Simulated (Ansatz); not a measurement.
One change: `[SH][GeH3]` becomes `[SiH3][S][GeH3]`.

Ansatz, PBE0-D4/def2-TZVP geometries, multiplicity 1. 

Scalar relativity is left out up to krypton.

```csv
property,`[SH][GeH3]`
HOMO–LUMO gap (B3LYP/def2-TZVPP) / eV,6.80
LUMO energy (B3LYP/def2-TZVPP) / eV,-0.27
LUMO energy (PBE/def2-TZVPP) / eV,-0.91
HOMO energy (PBE/def2-TZVPP) / eV,-6.08
size of the dipole moment (B3LYP/def2-TZVPP) / D,1.24
LUMO energy (PBE0/def2-TZVPP) / eV,0.01
```

Task: Give the same properties after the change, and the shifts. (Best estimate.)

Result: The calculation gave: 
| property | `[SiH3][S][GeH3]` | shift |
| --- | --- | --- |
| HOMO–LUMO gap (B3LYP/def2-TZVPP) / eV | 6.66 | -0.14 |
| LUMO energy (B3LYP/def2-TZVPP) / eV | -0.48 | -0.21 |
| LUMO energy (PBE/def2-TZVPP) / eV | -1.12 | -0.21 |
| HOMO energy (PBE/def2-TZVPP) / eV | -6.19 | -0.11 |
| size of the dipole moment (B3LYP/def2-TZVPP) / D | 1.12 | -0.12 |
| LUMO energy (PBE0/def2-TZVPP) / eV | -0.25 | -0.26 |

With PBE0 the HOMO falls by 0.06 eV and the LUMO falls by 0.26 eV, so the gap narrows by about 0.20 eV. PBE moves the HOMO by -0.11 eV and ωB97M-V by -0.02 eV. The zero-point energy changes by 47.2 kJ/mol with +9 modes. Dipoles are sizes alone; their direction can turn.

B3LYP here is the variant with VWN-RPA as its local correlation; programs differ in this.
